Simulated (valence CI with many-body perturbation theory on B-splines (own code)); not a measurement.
## Er62+: E2, E3, M2 decay

Level of theory: configuration interaction combined with many-body perturbation theory (CI+MBPT): four valence electrons over a frozen Dirac-Fock core [He], radial functions for each j: 11 s, 11 p, 10 d, 8 f, 5 g, 2 h, with the one-electron correlation potential Σ1 (screened to all orders), the two-electron term Σ2, the three-electron term Σ3, Breit, model QED; selected single and double excitations, second order for the rest, scaled by the run's own slope (own B-spline code, finite nucleus).

No measured spectrum was set against this ion. As an estimate, large intervals hold to a few tenths of a per cent, small ones and those within an open d or f shell to about a per cent. Among the levels kept, up to 920 cm⁻¹ of a level comes from second order outside the variational space, and about a tenth of that is noise between levels of different J, which matters for small intervals.

Lines 51 to 91 of 91 in falling wavelength, among levels below 11534 eV, chosen from the decays that carry over 1 % of a level's rate. Wavelengths and rates use the calculated energies. Electric multipoles are in the length gauge, E1 and E2 with the static RPA response of the core. Weak lines are less certain than strong ones. Lines between different terms over intervals too small for the method are left out, as are lines whose strength nearly cancels. The highest levels of a list are the least certain.

Levels are named by their leading jj configuration (3d3/2^4 stands for four electrons in 3d with j = 3/2), which in mixed levels can hold well under half, so a name can repeat and another be missing. Letters in brackets count levels of one name in rising energy.

```tsv
λ vac (Å)	Upper	Lower	Type	A (s⁻¹)	Branch %
1.386	(2s^2 2p3/2 3p3/2) J=3	(2s^2 2p1/2 2p3/2) J=1	E2	6.22e+11	7.7
1.384	(2s^2 2p3/2 3p3/2) J=2	(2s^2 2p1/2 2p3/2) J=2	E2	7.23e+11	7.1
1.382	(2s^2 2p3/2 3p3/2) J=2	(2s^2 2p1/2 2p3/2) J=1	E2	3.15e+11	3.1
1.381	(2s^2 2p3/2 3p3/2) J=0	(2s^2 2p1/2 2p3/2) J=2	E2	1.01e+12	8.8
1.372	(2s 2p3/2^2 3d5/2) J=5	(2s 2p1/2 2p3/2^2) J=3	M2	1.35e+10	1.2
1.372	(2s 2p1/2 2p3/2 3d5/2) J=5	(2s 2p1/2^2 2p3/2) J=2	E3	5.42e+09	6.7
1.366	(2s^2 2p3/2 3d5/2) J=4	(2s^2 2p1/2 2p3/2) J=2	M2	2.02e+10	13.2
1.366	(2s^2 2p3/2 3d5/2) J=4	(2s^2 2p1/2 2p3/2) J=2	E3	2.21e+09	1.4
1.364	(2s^2 2p3/2 3d5/2) J=4	(2s^2 2p1/2 2p3/2) J=1	E3	3.80e+09	2.5
1.347	(2p1/2 2p3/2^2 3d3/2) J=4	(2s 2p1/2 2p3/2^2) J=2 [b]	E2	3.00e+12	23.9
1.347	(2p1/2^2 2p3/2 3d3/2) J=2	(2s 2p1/2^2 2p3/2) J=1	E2	1.99e+12	1.8
1.346	(2p1/2^2 2p3/2 3d3/2) J=3	(2s 2p1/2^2 2p3/2) J=1	E2	2.47e+12	7.4
1.346	(2s 2p1/2 2p3/2 3d3/2) J=4	(2s^2 2p1/2 2p3/2) J=2	E2	2.58e+12	32.3
1.344	(2s 2p1/2^2 3d3/2) J=2	(2s^2 2p1/2^2) J=0	E2	3.08e+12	1.5
1.341	(2s 2p1/2 2p3/2 3d5/2) J=4 [a]	(2s^2 2p1/2 2p3/2) J=2	E2	4.60e+11	1.5
1.341	(2p1/2 2p3/2^2 3d3/2) J=2 [c]	(2s 2p1/2 2p3/2^2) J=1 [b]	E2	2.86e+12	4.5
1.340	(2p1/2 2p3/2^2 3d5/2) J=4	(2s 2p1/2 2p3/2^2) J=2 [b]	E2	4.40e+11	3.4
1.338	(2p1/2 2p3/2^2 3d5/2) J=3	(2s 2p1/2 2p3/2^2) J=1 [a]	E2	1.95e+12	4.1
1.336	(2s 2p1/2 2p3/2 3d3/2) J=3 [c]	(2s^2 2p1/2 2p3/2) J=2	E2	2.19e+12	3.7
1.336	(2p1/2^2 2p3/2 3d3/2) J=2	(2s 2p1/2^2 2p3/2) J=2	E2	3.39e+12	3.1
1.336	(2s 2p3/2^2 3d5/2) J=4 [a]	(2s^2 2p3/2^2) J=2	E2	2.52e+12	29.0
1.336	(2p1/2 2p3/2^2 3d3/2) J=2 [c]	(2s 2p1/2 2p3/2^2) J=0	E2	2.03e+12	3.2
1.335	(2p1/2 2p3/2^2 3d3/2) J=4	(2s 2p1/2 2p3/2^2) J=3	E2	1.96e+12	15.6
1.335	(2p1/2^2 2p3/2 3d3/2) J=3	(2s 2p1/2^2 2p3/2) J=2	E2	2.87e+12	8.6
1.334	(2p1/2^2 2p3/2 3d3/2) J=1	(2s 2p1/2^2 2p3/2) J=2	E2	4.96e+12	1.6
1.334	(2s 2p1/2 2p3/2 3d3/2) J=2 [c]	(2s^2 2p1/2 2p3/2) J=1	E2	4.18e+12	1.1
1.334	(2s 2p1/2 2p3/2 3d3/2) J=3 [c]	(2s^2 2p1/2 2p3/2) J=1	E2	1.06e+12	1.8
1.334	(2p1/2^2 2p3/2 3d3/2) J=0	(2s 2p1/2^2 2p3/2) J=2	E2	5.35e+12	27.8
1.332	(2p1/2 2p3/2^2 3d3/2) J=1 [a]	(2s 2p1/2 2p3/2^2) J=2 [a]	E2	4.35e+12	2.6
1.332	(2p1/2 2p3/2^2 3d3/2) J=2 [a]	(2s 2p1/2 2p3/2^2) J=2 [a]	E2	3.89e+12	2.9
1.332	(2p1/2 2p3/2^2 3d3/2) J=0	(2s 2p1/2 2p3/2^2) J=2 [a]	E2	4.65e+12	1.7
1.332	(2s 2p1/2 2p3/2 3d3/2) J=1 [d]	(2s^2 2p1/2 2p3/2) J=1	E2	5.79e+12	1.0
1.329	(2p1/2 2p3/2^2 3d3/2) J=4	(2s 2p1/2 2p3/2^2) J=2 [a]	E2	3.68e+11	2.9
1.327	(2s 2p3/2^2 3d5/2) J=2 [a]	(2s^2 2p3/2^2) J=0	E2	6.71e+12	3.2
1.325	(2p1/2^2 2p3/2 3d5/2) J=4	(2s 2p1/2^2 2p3/2) J=2	E2	5.44e+12	60.5
1.325	(2s 2p1/2 2p3/2 3d5/2) J=4 [c]	(2s^2 2p1/2 2p3/2) J=2	E2	3.83e+12	1.0
1.323	(2s 2p1/2 2p3/2 3d5/2) J=3 [c]	(2s^2 2p1/2 2p3/2) J=1	E2	3.85e+12	1.4
1.322	(2p1/2 2p3/2^2 3d5/2) J=4	(2s 2p1/2 2p3/2^2) J=2 [a]	E2	5.10e+12	39.3
1.322	(2p1/2 2p3/2^2 3d5/2) J=3	(2s 2p1/2 2p3/2^2) J=2 [a]	E2	3.07e+12	6.4
1.321	(2s 2p3/2^2 3d5/2) J=4 [b]	(2s^2 2p3/2^2) J=2	E2	5.30e+12	27.9
1.321	(2s 2p3/2^2 3d5/2) J=3 [b]	(2s^2 2p3/2^2) J=2	E2	1.21e+12	3.6
```
